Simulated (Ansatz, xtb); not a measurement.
## CH6GeO4: which of two isomers lies lower

We compare X, `C[O][Ge]([OH])([OH])[OH]`, a singlet, with Y, `O[CH2][Ge]([OH])([OH])[OH]`, a singlet. Both are isolated molecules in the gas phase, relaxed with PBE0-D4/def2-SVP, each in the lowest conformer that the search found.

**Question.** Estimate which is lower in electronic energy at CCSD(T)/def2-SVP + ΔMP2/def2-TZVPP, and by roughly how much.

**Answer.** The CCSD(T)/def2-SVP + ΔMP2/def2-TZVPP calculation puts structure X lower, by 61.5 kJ/mol.

The same difference at several levels:

```tsv
level	geometry	E(Y) − E(X) (kJ/mol)	departure from the last row (kJ/mol)	job, with rough time for the two
GFN2-xTB	GFN2-xTB	+64.1	+2.6	optimisation, 0.87 s
HF/STO-3G	GFN2-xTB	+90.2	+28.7	single point, 0.59 s
r2SCAN-D4/def2-SVP	GFN2-xTB	+54.7	−6.8	single point, 5.2 s
PBE0-D4/def2-SVP	PBE0-D4/def2-SVP	+51.0	−10.5	optimisation, 99 s
HF/def2-SVP	PBE0-D4/def2-SVP	+76.8	+15.3	part of the CCSD(T) run
MP2/def2-SVP	PBE0-D4/def2-SVP	+70.3	+8.8	part of the CCSD(T) run
CCSD(T)/def2-SVP	PBE0-D4/def2-SVP	+69.4	+7.9	single point
CCSD(T)/def2-SVP + ΔMP2/def2-TZVPP	PBE0-D4/def2-SVP	+61.5		single point, 2 min
```

As drawn, Y has 1 C–Ge, 1 O–H in place of 1 Ge–O, 1 C–H.

The levels shown agree on the order. The largest departure from CCSD(T)/def2-SVP + ΔMP2/def2-TZVPP is that of HF/STO-3G, 28.7 kJ/mol. The last row adds to CCSD(T) the change of the MP2 difference between the two basis sets, here −7.9 kJ/mol.

With thermal terms from frequencies at re-optimised GFN2-xTB minima (ideal gas, soft modes damped towards free rotors, one conformer each, 298.15 K, 1 atm): on the last row, ΔE + ΔZPE = +60.9, ΔH = +60.4, ΔG = +61.8 kJ/mol.

The correlated steps freeze 14 core orbitals; the filled d shell of Ge is correlated, in a basis made for valence electrons. Run with Ansatz 0.2.0, xtb 6.7.1; the last row on 2 threads of Arm Neoverse V2 on a shared host.
